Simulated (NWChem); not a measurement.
C2H4O2Si; SMILES O=C1C[SiH2]O1

```xyz
9

O      0.1244     2.1353     0.0000
C      0.0256     0.9517     0.0000
C     -1.2146     0.0417     0.0000
Si     0.0667    -1.3304     0.0000
O      1.0754     0.0744     0.0000
H     -1.8376     0.1904    -0.8938
H     -1.8376     0.1904     0.8938
H      0.2407    -2.1482    -1.2275
H      0.2407    -2.1482     1.2275
```
Atoms are numbered in this order, from 1.

Level: PBE0/def2-SVP (NWChem), optimised geometry, unscaled harmonic frequencies. 

```csv
frequency (cm⁻¹),IR intensity (km/mol)
115,1.1
449,2.9
490,1.7
546,0.6
564,31.6
655,17.5
686,14.1
773,62.6
827,68.4
871,89.7
909,17.8
976,118.1
1081,0.0
1099,31.1
1197,273.3
1373,25.7
1961,469.4
2278,75.0
2289,110.1
3118,1.5
3186,2.0
```

```yaml
zero_point_energy: 36.4 kcal/mol
thermal correction to the enthalpy at 298.15 K (with zero-point energy): 40.1 kcal/mol
heat capacity Cv: 18.2 cal/(mol K)
entropy at 298.15 K and 1 atm (symmetry number 1): 72.3 cal/(mol K)
dipole_moment: 4.19 D
```

Rigid rotor and harmonic oscillator.
